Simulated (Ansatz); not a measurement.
Gas-phase electronic energies from Ansatz, PBE0-D4/def2-TZVP geometries. CCSD(T)/CBS adds triple-zeta CCSD(T) − MP2 to the extrapolated MP2 energy (def2 sets, frozen cores). def2 core potentials past Kr. For Br, In outer-core shells are correlated without core-valence functions, which leaves a few kJ/mol of doubt a bond. Scalar relativity is left out up to krypton. One conformer a species, not always the lowest.

`O[Si]1(Br)CC1` + `[OH][In]([Cl])[Br]` → `Cl[Si]1(Br)CC1` + `[OH][In]([OH])[Br]`  (redistribution)

```tsv
species	CCSD/CBS(def2) energy (Eh)
`O[Si]1(Br)CC1`	-3016.70956
`[OH][In]([Cl])[Br]`	-3298.77526
`Cl[Si]1(Br)CC1`	-3400.71138
`[OH][In]([OH])[Br]`	-2914.73999
```

Question: Work out ΔE.

Answer: ΔE = (-3400.71138) + (-2914.73999) − (-3016.70956) − (-3298.77526) = 0.03345 Eh = +0.91 eV. CCSD(T)/CBS gives +0.87 eV.

Largest T1 diagnostic among the species: 0.014.

In def2-TZVPP, CCSD(T) changes the Hartree–Fock value by −0.27 eV (the triples alone add −0.04 eV) and MP2 by −0.31 eV. From PBE to PBE0 (25 % exact exchange), in def2-TZVPP and without D4, ΔE moves by +0.10 eV.
